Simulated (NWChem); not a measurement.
# ScH3O3; SMILES [OH][Sc]([OH])[OH]

```xyz
7

Sc     0.0000     0.0000     0.0032
O      0.4264     1.8170    -0.0014
H      1.0514     2.5419    -0.0113
O      1.3604    -1.2778    -0.0014
H      1.6756    -2.1815    -0.0113
O     -1.7868    -0.5393    -0.0014
H     -2.7270    -0.3604    -0.0113
```
Atoms are numbered in this order, from 1.

Program: NWChem. Structure relaxed at the PBE0/def2-SVP level. Level SCAN/def2-SVP: energy and gradient on several grids; changes count from the extra-fine grid, which is no exact limit either.

| grid | size of the energy change (μHa) | largest change of a gradient component (μHa/bohr) |
|---|---|---|
| xcoarse | 5000 | 4000 |
| coarse | 20000 | 2000 |
| medium | 5000 | 500 |
| fine | 300 | 300 |
| xfine | < 10 | < 30 |
